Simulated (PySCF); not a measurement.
C2H3F2NOSi. Atoms are numbered in the order given.

```xyz
10

C      1.5987    -1.5565     0.0000
Si    -0.0524    -0.7429     0.0000
F     -0.9147    -1.1834    -1.2910
F     -0.9147    -1.1834     1.2910
N      0.0590     0.9556     0.0000
C      0.0782     2.1564     0.0000
O      0.1107     3.3239     0.0000
H      2.1730    -1.2628     0.8923
H      1.4936    -2.6525     0.0000
H      2.1730    -1.2628    -0.8923
```

Coordinates come from a B3LYP-D3(BJ)/def2-SVP optimisation. One conformer was computed; it need not be the lowest.

Vertical ionisation energy (IE) and electron affinity (EA) in eV. Rows of orbital energies are one-electron estimates. Where ΔSCF, EOM or ADC give a negative EA the extra electron is unbound and the value depends on the basis.

```json
[
 {"level": "−ε(HOMO), −ε(LUMO), M06-2X/def2-TZVP (PySCF)", "IE": "(withheld)", "EA": "(withheld)"},
 {"level": "−ε(HOMO), −ε(LUMO), PBE/def2-TZVP (PySCF)", "IE": "7.84", "EA": "0.81"}
]
```

Problem. Some entries are withheld; supply them. (An estimate is asked for; the answer gives what the named calculation found.)

Solution. 
- −ε(HOMO), −ε(LUMO), M06-2X/def2-TZVP (PySCF), IE: 10.71
- −ε(HOMO), −ε(LUMO), M06-2X/def2-TZVP (PySCF), EA: -1.13
